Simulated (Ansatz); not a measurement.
# Which is lower?

Two relaxed structures of Si2H3ClO, closed shell (PBE0-D4/def2-TZVP; forces vanish, vibrations not checked).

A:

O1  (-0.528, 2.233, -0.228)
Si2  (-0.191, 1.154, 0.788)
Si3  (0.218, -1.099, 0.230)
Cl4  (0.053, -1.356, -1.788)
H5  (-0.769, -1.961, 0.929)
H6  (-0.087, 1.431, 2.255)
H7  (1.586, -1.470, 0.674)
(Å)

B:

O1  (-1.151, 1.598, -0.065)
Si2  (-0.329, 0.448, 0.761)
Si3  (1.153, -0.903, -0.228)
Cl4  (0.489, -1.429, -2.130)
H5  (-1.435, 1.366, -0.953)
H6  (0.037, 1.088, 2.053)
H7  (1.236, -2.168, 0.563)
(Å)

Ansatz 0.2.0; basis: def2-TZVPP; cores frozen in the correlated methods. B3LYP uses VWN-RPA correlation.

Question: Which structure is lower at CCSD(T), and by how much? (An estimate is asked for; the value comes from the calculation.)

Answer: By the calculation: A, by 21.5 kJ/mol (electronic energy, against the other). By their contacts, A is Si₂H₃ClO ([O][SiH][SiH2][Cl]) and B is Si₂H₃ClO ([OH][SiH][SiH][Cl]).

All methods give the same order:

```tsv
method	E(B) − E(A) (kJ/mol)
PBE-D4	8.8
r2SCAN-D4	16.5
PBE0-D4	11.0
B3LYP-D4	19.5
wB97M-V	24.4
HF	41.1
MP2	38.7
CCSD	24.4
CCSD(T)	21.5
```

No T1 diagnostic of these runs exceeds 0.019. The restricted Hartree–Fock reference is unstable towards an unrestricted one at one or more of these structures. A large double-excitation amplitude points to some diradical character; no triplet was computed.

Labels in which every atom is bracketed show which atoms are joined, not bond orders.

For scale, one of the runs: CCSD(T)/def2-TZVPP, 199 basis functions, launched by `ansatz run in.yaml --threads 2 --pin off --events-out ev --progress --plain --max-ram 4352MiB`. Time: 77 s of wall clock on 2 CPU threads of an Arm Neoverse V1; the host was shared. Peak host memory: 2.1 GiB.
